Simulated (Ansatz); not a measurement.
Ligand exchange: how K changes with temperature for C2H6 + CH8OSi2 ⇌ C2H8Si + CH6OSi

Gas-phase species: C2H6 (ethane) `CC`, singlet; CH8OSi2 `CO[SiH2][SiH3]`, singlet; C2H8Si `CC[SiH3]`, singlet; CH6OSi `CO[SiH3]`, singlet. The partners trade H for SiH3: C–H and Si–SiH3 bonds give way to C–SiH3 and Si–H.

The electronic reaction energy at CCSD(T)/CBS estimate is +6.5 kJ/mol. Shapes: PBE0-D4/def2-TZVP. Flexible molecules stand in one conformer, not always the lowest. Programs: Ansatz 0.2.0. Enthalpy and entropy come from rigid-rotor, harmonic-oscillator sums on unscaled PBE0-D4/def2-TZVP wavenumbers, ideal gases at 1 bar. Symmetry numbers: C2H6 6, CH8OSi2 1, C2H8Si 1, CH6OSi 1. R = 8.3145 J/(mol K).

| T (K) | ΔH (kJ/mol) | ΔS (J/(mol K)) |
| --- | --- | --- |
| 700 | +0.1 | +6.5 |
| 1000 | +0.8 | +7.2 |
| 1300 | ? | ? |

**Question.** Work out ln K at 700 and 1000 K, and from these estimate it at 1300 K.

**Answer.** 
1. 700 K: ΔG = +0.1 − 700 × (+6.5)/1000 = -4.5 kJ/mol; ln K = −ΔG/RT = +0.77.
2. 1000 K: ΔG = +0.8 − 1000 × (+7.2)/1000 = -6.4 kJ/mol; ln K = −ΔG/RT = +0.77.
3. Slope against 1000/T: (+0.77 − (+0.77))/(1.0000 − 1.4286) = 0.00, that is −ΔH/R with ΔH near 0 kJ/mol.
4. 1300 K: ln K = +0.77 + (0.00) × (0.7692 − 1.4286) = +0.77.

The full sums give ΔH = +1.5 kJ/mol, ΔS = +7.9 J/(mol K), ΔG = -8.8 kJ/mol and ln K = +0.81 at 1300 K, so the line is off by -0.04 in ln K; without rounding the miss is -0.02, from the change of ΔH with temperature. ΔG stays too near zero to say which side is favoured. An error of 10 kJ/mol in the energy moves ln K by 0.9 at 1300 K. Soft modes are treated as harmonic, which can err either way at these temperatures; the lowest are those of CH8OSi2 (72 cm⁻¹), C2H8Si (142 cm⁻¹), CH6OSi (98 cm⁻¹). Other conformers aren't counted. Other reactions of these species are left aside. The CBS estimate extrapolates MP2 from def2-TZVPP and def2-QZVPP and adds CCSD(T) − MP2 in the triple-zeta set, cores frozen.
